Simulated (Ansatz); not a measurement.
```xyz
5

C     0.0393   -0.0309   -0.0016
F     0.7939    0.7959    0.7572
F     0.7448   -0.7668   -0.7124
F    -0.7321    0.7442   -0.7985
F    -0.7794   -0.7377    0.8000
```

Basis set: 6-31G* (spherical functions). Correlated methods keep 5 orbitals frozen. Charge 0, multiplicity 1.

Computed with Ansatz (development build ahead of 0.2.0); each method stands on the lowest determinant of its kind that the runs found. Restricted open shells among the atoms or ions are ROHF, correlated in semicanonical orbitals with singles.

Problem. Give the atomization energy at this shape (free ground-state atoms in the same class of orbitals less the molecule, no zero-point energy) of singlet CF₄ by RHF-MP2, RHF.

Solution.

```csv
method,atomization energy
RHF-MP2,474.55 kcal/mol
RHF,322.18 kcal/mol
```

Caution: the shape is not the minimum.
